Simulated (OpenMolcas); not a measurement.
## Cr2+: ligand-field states by method

Cr2+ with 6 ligands (ammonia, water on the axis) in tetragonal octahedral coordination (Ci) at 2.15 Å, the axial distance 2.090 Å. Ligand basis ANO-RCC-VDZP.

- Program: OpenMolcas
- Basis: ANO-RCC-VDZP [5s4p2d1f]
- Scalar Hamiltonian: DKH2, point nucleus
- Active space: 4 electrons in 5 orbitals (3d)
- State averaging: 2S+1 = 5 even, 5 roots; 2S+1 = 3 even, 45 roots; 2S+1 = 1 even, 50 roots
- Spin-orbit coupling: RASSI with atomic mean-field integrals over the reference wave functions

I. CASSCF
II. SS-CASPT2, IPEA 0.25 Eh, imaginary shift 0.1 Eh (closed shells correlated: 3s 3p and the ligand valence shells)

Spin-free states in cm-1, each column counted from its own energy of the first state listed:

| State | Degeneracy | I | II |
| --- | --- | --- | --- |
| 2S+1 = 5 | 1 | 0 | 0 |
| 2S+1 = 5 | 1 | 3337 | 3730 |
| 2S+1 = 3 | 1 | 9564 | 6370 |
| 2S+1 = 3 | 1 | 10533 | 7440 |
| 2S+1 = 3 | 1 | 11228 | 8560 |
| 2S+1 = 5 | 1 | 13816 | 15550 |
| 2S+1 = 5 | 1 | 14356 | 16460 |
| 2S+1 = 5 | 1 | 15445 | 17580 |
| 2S+1 = 1 | 1 | 19565 | 14190 |
| 2S+1 = 3 | 1 | 19866 | 17410 |
| 2S+1 = 3 | 1 | 20143 | 17350 |
| 2S+1 = 3 | 1 | 20320 | 18270 |
| 2S+1 = 1 | 1 | 20414 | 15000 |
| 2S+1 = 1 | 1 | 20658 | 15640 |
| 2S+1 = 1 | 1 | 21000 | 16170 |
| 2S+1 = 3 | 1 | 21399 | 18740 |
| 2S+1 = 3 | 1 | 21445 | 18750 |
| 2S+1 = 1 | 1 | 22241 | 17620 |
| 2S+1 = 3 | 1 | 22642 | 21470 |
| 2S+1 = 3 | 1 | 23744 | 21430 |

From I to II, I's first state of the same spin (2S+1 = 5) moves from 3337 to 3730 cm-1, by about +390 cm-1.

From I to II, I's first state of another spin (2S+1 = 3) moves from 9564 to 6370 cm-1, by about -3200 cm-1.

χT at 300 K: I 2.98, II 2.98 cm3 K/mol.

Over all roots computed the reference weight is 0.69 to 0.70 in II; a low but even weight reflects the number of correlated electrons. Ligand-to-metal charge-transfer states are missing. With no ligand orbital active B as a rule stays too high, so bands that hang on it stand too high and its fall with covalency is understated. Without dynamic correlation the repulsion within the d shell is too large (B by tens of per cent), so at a given field states of lower spin stand too high (holds for I). CASSCF with metal d orbitals alone favours high spin, so a ground state of lower spin is not ruled out (holds for I). With metal d orbitals alone and no dynamic correlation the field as a rule comes out too small, by tens of per cent, by up to half for chloride and softer ligands (holds for I). This shell can be high or low spin here, a state of another spin lies low, and with metal d orbitals alone active their balance is uncertain, so the ground spin may be wrong (holds for II). With one d shell and no ligand orbital active, 10Dq can be off by tens of per cent for divalent 3d ions, low with halides held by bare charges and at times high in hosts (holds for II). No measured value stands beside these numbers; the geometry was imposed, not optimised, and the real ion may take another.

A state without a sure symmetry label is named by its multiplicity alone.
